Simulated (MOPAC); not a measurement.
Input file for MOPAC: PM6 on CH6GeTe (SMILES C[Te][GeH3]), a point of a torsion scan.

```
PM6 1SCF PRECISE CHARGE=0 THREADS=1
CH6GeTe

C      1.71723805 1    -0.13952567 1     0.15228396 1
Te     0.46940463 1     0.87873054 1    -1.29432674 1
Ge    -1.62967226 1     0.15564850 1    -0.12748115 1
H      1.50334100 1    -1.20045519 1     0.15141716 1
H      2.75010803 1     0.01669693 1    -0.12549170 1
H      1.54834959 1     0.26286971 1     1.14263314 1
H     -1.74173401 1     0.63032114 1     1.29481750 1
H     -1.80807153 1    -1.33479077 1    -0.04015654 1
H     -2.84424326 1     0.67384756 1    -0.83041016 1
```

Program output:

```
*******************************************************************************
 **                                                                           **
 **                              MOPAC v23.2.5                                **
 **                                                                           **
 *******************************************************************************
 ** MOPAC's Digital Object Identifier: https://doi.org/10.5281/zenodo.6511958 **
 **                                                                           **
 ** Please cite the open-source release paper for use of this MOPAC version:  **
 ** J. E. Moussa and J. J. P. Stewart (2026)                                  **
 ** MOPAC: An open-source semiempirical molecular orbital program             **
 ** J. Open Source Softw., 11(119), 8025, https://doi.org/10.21105/joss.08025 **
 *******************************************************************************

                              PM6 CALCULATION RESULTS

 *******************************************************************************
 *  PM6        - The PM6 Hamiltonian to be used
 *
 *
 *
 *                 CHARGE ON SYSTEM = 0
 *
 *
 *
 *  PRECISE    - TIGHTER CRITERIA TO BE USED
 *  1SCF       - DO 1 SCF AND THEN STOP
 *  THREADS=1  - MULTI-THREADING NOT USED
 *  T=         - A TIME OF 172800.0 SECONDS REQUESTED
 *  DUMP=N     - RESTART FILE WRITTEN EVERY 7200.0 SECONDS REQUESTED
 *******************************************************************************
PM6 1SCF PRECISE CHARGE=0 THREADS=1
 CH6GeTe

   ATOM   CHEMICAL          X               Y               Z
  NUMBER   SYMBOL      (ANGSTROMS)     (ANGSTROMS)     (ANGSTROMS)

     1       C          1.71723805  *  -0.13952567  *   0.15228396  *
     2      Te          0.46940463  *   0.87873054  *  -1.29432674  *
     3      Ge         -1.62967226  *   0.15564850  *  -0.12748115  *
     4       H          1.50334100  *  -1.20045519  *   0.15141716  *
     5       H          2.75010803  *   0.01669693  *  -0.12549170  *
     6       H          1.54834959  *   0.26286971  *   1.14263314  *
     7       H         -1.74173401  *   0.63032114  *   1.29481750  *
     8       H         -1.80807153  *  -1.33479077  *  -0.04015654  *
     9       H         -2.84424326  *   0.67384756  *  -0.83041016  *



          CARTESIAN COORDINATES

    NO.       ATOM           X           Y           Z

     1         C          1.7172     -0.1395      0.1523
     2        Te          0.4694      0.8787     -1.2943
     3        Ge         -1.6297      0.1556     -0.1275
     4         H          1.5033     -1.2005      0.1514
     5         H          2.7501      0.0167     -0.1255
     6         H          1.5483      0.2629      1.1426
     7         H         -1.7417      0.6303      1.2948
     8         H         -1.8081     -1.3348     -0.0402
     9         H         -2.8442      0.6738     -0.8304

 General Reference for PM6:
 "Optimization of Parameters for Semiempirical Methods V: Modification of NDDO Approximations
 and Application to 70 Elements", J. J. P. Stewart, J. Mol. Mod., 13, 1173-1213 (2007)
 URL: https://link.springer.com/article/10.1007/s00894-007-0233-4

           Empirical Formula: C H6 Te Ge  =     9 atoms



      MOLECULAR POINT GROUP   :   Cs


      RHF CALCULATION, NO. OF DOUBLY OCCUPIED LEVELS = 10


 -------------------------------------------------------------------------------
 PM6 1SCF PRECISE CHARGE=0 THREADS=1
 CH6GeTe



     1SCF WAS SPECIFIED, SO BFGS WAS NOT USED
     SCF FIELD WAS ACHIEVED


                              PM6 CALCULATION
                                                       MOPAC v23.2.5 Linux




          FINAL HEAT OF FORMATION =        -33.59505 KCAL/MOL =    -140.56171 KJ/MOL


          COSMO AREA              =        133.92 SQUARE ANGSTROMS
          COSMO VOLUME            =        129.30 CUBIC ANGSTROMS

          IONIZATION POTENTIAL    =          8.122999 EV
          HOMO LUMO ENERGIES (EV) =         -8.123 -0.110
          NO. OF FILLED LEVELS    =         10
          MOLECULAR WEIGHT        =        218.2484         POINT GROUP:  Cs

          MOLECULAR DIMENSIONS (Angstroms)

            Atom       Atom       Distance
            H     9    H     5     5.67675
           Te     2    H     7     2.88272
           Te     2    H     8     2.16463


          SCF CALCULATIONS        =          1





   ATOM   CHEMICAL          X               Y               Z
  NUMBER   SYMBOL      (ANGSTROMS)     (ANGSTROMS)     (ANGSTROMS)

     1       C          1.71723805  *  -0.13952567  *   0.15228396  *
     2      Te          0.46940463  *   0.87873054  *  -1.29432674  *
     3      Ge         -1.62967226  *   0.15564850  *  -0.12748115  *
     4       H          1.50334100  *  -1.20045519  *   0.15141716  *
     5       H          2.75010803  *   0.01669693  *  -0.12549170  *
     6       H          1.54834959  *   0.26286971  *   1.14263314  *
     7       H         -1.74173401  *   0.63032114  *   1.29481750  *
     8       H         -1.80807153  *  -1.33479077  *  -0.04015654  *
     9       H         -2.84424326  *   0.67384756  *  -0.83041016  *

                             CARTESIAN COORDINATES

   1    C        1.717238050    -0.139525670     0.152283960
   2   Te        0.469404630     0.878730540    -1.294326740
   3   Ge       -1.629672260     0.155648500    -0.127481150
   4    H        1.503341000    -1.200455190     0.151417160
   5    H        2.750108030     0.016696930    -0.125491700
   6    H        1.548349590     0.262869710     1.142633140
   7    H       -1.741734010     0.630321140     1.294817500
   8    H       -1.808071530    -1.334790770    -0.040156540
   9    H       -2.844243260     0.673847560    -0.830410160


           Empirical Formula: C H6 Te Ge  =     9 atoms



      MOLECULAR POINT GROUP   :   Cs


                  EIGENVALUES
 -70.84298 -24.63887 -20.34293 -14.65541 -14.62505 -12.95029 -12.66880 -11.18705
  -9.81978  -8.12300  -0.11013   1.17923   1.88653   1.90467   3.19470   5.45521
   5.51788   6.57140


              NET ATOMIC CHARGES AND DIPOLE CONTRIBUTIONS

  ATOM NO.   TYPE          CHARGE      No. of ELECS.   s-Pop       p-Pop
    1          C          -0.650863        4.6509     1.05404     3.59682
    2         Te          -0.011481        6.0115     1.93067     4.08081
    3         Ge          -0.293795        4.2938     1.16861     3.12518
    4          H           0.197917        0.8021     0.80208
    5          H           0.200185        0.7998     0.79982
    6          H           0.197899        0.8021     0.80210
    7          H           0.117293        0.8827     0.88271
    8          H           0.117260        0.8827     0.88274
    9          H           0.125585        0.8744     0.87441
 DIPOLE           X         Y         Z       TOTAL
 POINT-CHG.    -1.265    -0.697     1.091     1.810
 HYBRID        -0.112    -0.361     0.539     0.658
 SUM           -1.377    -1.058     1.629     2.381


          ATOMIC ORBITAL ELECTRON POPULATIONS

     Atom    s        px        py        pz
    1  C   1.05404   1.20726   1.20802   1.18153
    2 Te   1.93067   0.88064   1.74077   1.45941
    3 Ge   1.16861   0.97249   1.09164   1.06105
    4  H   0.80208
    5  H   0.79982
    6  H   0.80210
    7  H   0.88271
    8  H   0.88274
    9  H   0.87441

 **********************
 *                    *
 * JOB ENDED NORMALLY *
 *                    *
 **********************




 == MOPAC DONE ==
```

The run finished.

Cost: around 0.06 core-seconds (rough).
